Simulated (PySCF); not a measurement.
Isomers of C6H10OSi, mass 126.050 u with the commonest isotopes. Method used: CAM-B3LYP/def2-SVPD in PySCF (dipole) on a GFN2-xTB geometry, gas phase. One conformer each, none proved a minimum here; rigid rotors.

Problem. Order these by dipole moment, largest first.
A. `[CH:1]#[C:2][CH2:3][C@H:4]1[CH2:5][CH2:6][O:7][SiH2:8]1` with C2–C3–C4–C5 64°, C3–C4–C5–C6 160°, C4–C5–C6–O7 -39°, C5–C6–O7–Si8 24°, C6–O7–Si8–C4 -2°
B. `[CH:1]#[C:2][C@H:3]([CH3:4])[C:5](=[O:6])[CH2:7][SiH3:8]` with C2–C3–C5–O6 164°, C3–C5–C7–Si8 95°
C. `[CH2:1]=[CH:2]/[CH:3]=[CH:4]/[CH:5]=[CH:6]\[O:7][SiH3:8]` with C1–C2–C3–C4 179°, C3–C4–C5–C6 178°, C5–C6–O7–Si8 0°
D. `[CH2:1]=[CH:2][C:3](=[CH2:4])[C:5](=[CH2:6])[O:7][SiH3:8]` with C1–C2–C3–C4 -157°, C2–C3–C5–C6 39°, C3–C5–O7–Si8 -174°
E. `[CH2:1]=[C:2]([C:3]#[C:4][SiH2:5][CH3:6])[CH2:7][OH:8]` with C1–C2–C7–O8 128°, C2–C7–O8–H 50°
F. `[CH2:1]=[CH:2]/[CH:3]=[CH:4]/[CH:5]=[CH:6]/[O:7][SiH3:8]` with C1–C2–C3–C4 180°, C3–C4–C5–C6 180°, C5–C6–O7–Si8 180°
G. `[CH2:1]=[CH:2][C@@H:3]1[O:4][CH:5]=[CH:6][Si@H:7]1[CH3:8]` with C1–C2–C3–O4 -145°

Solution. B (2.50 D), E (2.14 D), F (1.61 D), G (1.26 D), A (0.89 D), D (0.36 D), C (0.21 D).

Problem. Order these by rotational constant A, smallest first.
A. `[CH2:1]=[CH:2][C@@H:3]1[O:4][CH:5]=[CH:6][Si@H:7]1[CH3:8]` with C1–C2–C3–O4 -145°
B. `[CH2:1]=[CH:2][C:3](=[CH2:4])[C:5](=[CH2:6])[O:7][SiH3:8]` with C1–C2–C3–C4 -157°, C2–C3–C5–C6 39°, C3–C5–O7–Si8 -174°
C. `[CH:1]#[C:2][CH2:3][C@H:4]1[CH2:5][CH2:6][O:7][SiH2:8]1` with C2–C3–C4–C5 64°, C3–C4–C5–C6 160°, C4–C5–C6–O7 -39°, C5–C6–O7–Si8 24°, C6–O7–Si8–C4 -2°
D. `[CH2:1]=[CH:2]/[CH:3]=[CH:4]/[CH:5]=[CH:6]/[O:7][SiH3:8]` with C1–C2–C3–C4 180°, C3–C4–C5–C6 180°, C5–C6–O7–Si8 180°
E. `[CH:1]#[C:2][C@H:3]([CH3:4])[C:5](=[O:6])[CH2:7][SiH3:8]` with C2–C3–C5–O6 164°, C3–C5–C7–Si8 95°
F. `[CH2:1]=[C:2]([C:3]#[C:4][SiH2:5][CH3:6])[CH2:7][OH:8]` with C1–C2–C7–O8 128°, C2–C7–O8–H 50°
G. `[CH2:1]=[CH:2]/[CH:3]=[CH:4]/[C:5](=[CH2:6])[O:7][SiH3:8]` with C1–C2–C3–C4 179°, C3–C4–C5–C6 178°, C4–C5–O7–Si8 -178°
H. `[CH2:1]=[CH:2]/[CH:3]=[CH:4]/[CH:5]=[CH:6]\[O:7][SiH3:8]` with C1–C2–C3–C4 179°, C3–C4–C5–C6 178°, C5–C6–O7–Si8 0°

Solution. E (1963 MHz), A (2161 MHz), F (3280 MHz), B (3372 MHz), G (3503 MHz), H (3621 MHz), C (3867 MHz), D (18252 MHz).

Problem. Order these by rotational constant C, smallest first.
A. `[CH:1]#[C:2][CH2:3][C@H:4]1[CH2:5][CH2:6][O:7][SiH2:8]1` with C2–C3–C4–C5 64°, C3–C4–C5–C6 160°, C4–C5–C6–O7 -39°, C5–C6–O7–Si8 24°, C6–O7–Si8–C4 -2°
B. `[CH2:1]=[CH:2]/[CH:3]=[CH:4]/[CH:5]=[CH:6]\[O:7][SiH3:8]` with C1–C2–C3–C4 179°, C3–C4–C5–C6 178°, C5–C6–O7–Si8 0°
C. `[CH:1]#[C:2][C@H:3]([CH3:4])[C:5](=[O:6])[CH2:7][SiH3:8]` with C2–C3–C5–O6 164°, C3–C5–C7–Si8 95°
D. `[CH2:1]=[CH:2][C@@H:3]1[O:4][CH:5]=[CH:6][Si@H:7]1[CH3:8]` with C1–C2–C3–O4 -145°
E. `[CH2:1]=[CH:2]/[CH:3]=[CH:4]/[CH:5]=[CH:6]/[O:7][SiH3:8]` with C1–C2–C3–C4 180°, C3–C4–C5–C6 180°, C5–C6–O7–Si8 180°
F. `[CH2:1]=[CH:2]/[CH:3]=[CH:4]/[C:5](=[CH2:6])[O:7][SiH3:8]` with C1–C2–C3–C4 179°, C3–C4–C5–C6 178°, C4–C5–O7–Si8 -178°

Solution. E (409.0 MHz), B (581.9 MHz), F (628.8 MHz), A (850.2 MHz), C (1014 MHz), D (1036 MHz).

| SMILES | point group | Ia (u·Å²) | Ib (u·Å²) | Ic (u·Å²) | κ | μa (D) | μb (D) | μc (D) |
| --- | --- | --- | --- | --- | --- | --- | --- | --- |
| C#C[C@H](C)C(=O)C[SiH3] | C1 | 257.51 | 348.15 | 498.30 | -0.08 | 0.33 | 2.41 | 0.58 |
| C=C/C=C/C=C/O[SiH3] | Cs | 27.69 | 1213.65 | 1235.63 | -1.00 | 1.36 | 0.87 | 0.00 |
| C=C/C=C/C=C\O[SiH3] | near Cs | 139.56 | 734.87 | 868.56 | -0.93 | 0.11 | 0.18 | 0.02 |
| C=C[C@@H]1OC=C[Si@H]1C | C1 | 233.81 | 321.01 | 487.62 | -0.04 | 0.81 | 0.97 | 0.01 |
| C#CC[C@H]1CCO[SiH2]1 | C1 | 130.68 | 492.91 | 594.44 | -0.88 | 0.86 | 0.10 | 0.19 |
| C=C/C=C/C(=C)O[SiH3] | near Cs | 144.27 | 665.34 | 803.78 | -0.91 | 0.24 | 0.18 | 0.00 |
| C=C(C#C[SiH2]C)CO | C1 | 154.07 | 732.98 | 854.78 | -0.93 | 1.27 | 1.57 | 0.71 |
| C=CC(=C)C(=C)O[SiH3] | C1 | 149.87 | 507.30 | 601.91 | -0.88 | 0.11 | 0.29 | 0.18 |
